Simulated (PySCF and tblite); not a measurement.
Results of a calculation; reference values are marked as such.
C5H4F2O, numbered as in [O:1]=[C:2]1[CH2:3][C:4]([F:5])=[C:6]([F:7])[CH2:8]1.

Conformers came from 60 starts (ETKDG and KDG, MMFF94s, GFN2-xTB); geometries are GFN2-xTB. Weights use PBE0-D3(BJ)/pcSseg-1 energies plus GFN2-xTB zero-point and thermal terms (modes under about 100 cm⁻¹ blended into free rotors). Symmetry numbers and mirror images are counted. Conformers within 2.5 kcal/mol (GFN2-xTB free energy) were kept, 5 at most. GIAO shieldings: PBE0/pcSseg-1. Shifts are against TMS (¹H), TMS (¹³C), CFCl3 (¹⁹F) at the same level. Programs: PySCF with density fitting and tblite.

**Question.** List the conformer-averaged shifts at 298.15 K.

**Answer.** ¹H: 3.28 (H3/H8, 4H) ppm. ¹³C: 205.4 (C2), 144.2 (C4/C6), 45.6 (C3/C8) ppm. ¹⁹F: -152.2 (F5/F7) ppm.

Unscaled ¹⁹F shifts at such levels can be off by tens of ppm; differences between conformers or isomers are more reliable. Shifts are unscaled: against experiment ¹³C can be off by 15 ppm or more and ¹H by 0.8 ppm.
